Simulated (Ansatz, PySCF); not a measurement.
Species: sum formula SiOF2 (charge 0, singlet). 
Structure (B3LYP-D3(BJ)/def2-TZVP (Ansatz, a quantum-chemistry and plane-wave program) minimum search):
SMILES: O=[Si](F)F
```xyz
4

Si     0.1224    -0.0385    -0.0248
O      1.5315    -0.4819    -0.3108
F     -0.6987    -0.2461     1.2977
F     -0.8530     0.7344    -0.9829
```

Quantity: atomisation energy (electronic, to ground-state atoms), in eV. Cores are frozen in the correlated levels unless marked. Open shells are spin-unrestricted. No spin-orbit coupling. Non-relativistic. The coupled-cluster limit lacks core correlation, which all-electron functionals hold. CBS marks a two-point X^-3 extrapolation of the correlation energy; Hartree-Fock from the larger set. The bracket is a focal-point correction in the basis named.

```tsv
level	program	atomisation energy (eV)
revPBE-D4/def2-TZVPD	Ansatz + dftd4	17.96
BP86-D3(BJ)/def2-TZVPD	PySCF + dftd3	18.68
r2SCAN-D3(BJ)/def2-TZVPD	Ansatz + dftd3	18.30
BHLYP-D4/def2-TZVPD	Ansatz + dftd4	16.84
MP2/cc-pV(D+d)Z	Ansatz	16.90
RI-MP2/CBS(cc-pV(T+d)Z,cc-pV(Q+d)Z)	Ansatz	19.71
CCSD(T) with core electrons (1s frozen past Ne)/cc-pwCVTZ	Ansatz	17.79
RI-MP2/CBS(cc-pV(T+d)Z,cc-pV(Q+d)Z)+[CCSD(T)-MP2]/cc-pV(D+d)Z	Ansatz	18.48
RI-MP2/CBS(cc-pV(T+d)Z,cc-pV(Q+d)Z)+[CCSD(T)-MP2]/cc-pV(T+d)Z	Ansatz	18.43
CCSD(T)/CBS(cc-pV(T+d)Z,cc-pV(Q+d)Z)	Ansatz	18.46
```
